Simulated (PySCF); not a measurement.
## Predicted spectroscopic data

[PySCF 2.14: couplings computed with B3LYP/pcJ-1 (spin–dipole term left out of most H,H and C,H couplings); GFN2-xTB structure; σ from GIAO-PBE0/pcSseg-1; no solvent model; a single conformation; one averaged value for each set of equivalent atoms; non-relativistic]

Referencing at the same level of theory: $^{1}$H (31.72 ppm) and $^{13}$C (186.93 ppm) against TMS. Multiplet labels drop J under 1 Hz and among equivalent protons, and merge close values. Unscaled 3J(H,H) run several per cent high. Where no couplings were computed, multiplicities follow the n + 1 count of equivalent neighbours, and m marks all less simple cases (inequivalent or close neighbours, rings, F or P nearby). Shifts are as computed. Against solution values, carbons near 30 ppm lie about +3 ppm off and those near 130 ppm about +5 ppm (rms about the fit 2.1 ppm; single classes can miss by 10 ppm). Of 1328 compounds with measured shifts, 309 miss one by over three times the rms of a fit or turn the order of signals round; such compounds aren't used in these exercises. Signals without a measured value on file couldn't be tested in this way; 1H shifts scatter by 0.2 ppm about their fit, and single ones miss by 0.5 ppm. OH and NH positions are gas-phase values without hydrogen bonding to other molecules.

**1.** ethylidenecyclopropane (SMILES C1(=CC)CC1). $^{1}$H NMR (600 MHz, computed): δ 6.21 (q, 1H), 2.00 (d, 3H), 1.06 (m, 2H), 1.04 (m, 2H). $^{13}$C{$^{1}$H} NMR (computed): δ 128.1, 122.2, 21.4, 5.1, 3.8.

**2.** ethenylcyclopropane (SMILES C(=C)C1CC1). $^{1}$H NMR (600 MHz, computed): δ 5.50 (m, 1H), 5.32 (m, 1H), 5.22 (m, 1H), 1.35 (m, 1H), 0.75 (m, 2H), 0.31 (m, 2H). $^{13}$C{$^{1}$H} NMR (computed): δ 151.8 (CH), 118.2 (CH2), 20.2 (CH), 9.1 (CH2).

**3.** `N[SiH2]c1ccco1`, C₄H₇NOSi. $^{1}$H NMR (600 MHz, computed): δ 7.76 (m, 1H), 6.89 (m, 1H), 6.66 (m, 1H), 5.12 (s, 2H), 0.55 (br s, 2H). $^{13}$C{$^{1}$H} NMR (computed): δ 161.0 (C), 152.1 (CH), 125.7 (CH), 116.6 (CH).

**4.** `InChI=1S/C5H8/c1-4-3-5(4)2/h3-4H,1-2H3/t4-/m0/s1`. $^{1}$H NMR (600 MHz, computed): δ 6.90 (quint, J = 1.7 Hz, 1H), 2.32 (d, J = 1.7 Hz, 3H), 1.48 (qd, J = 4.7, 1.8 Hz, 1H), 1.09 (d, J = 4.7 Hz, 3H). $^{13}$C{$^{1}$H} NMR (computed): δ 136.4, 116.7, 25.1, 17.7, 14.0.
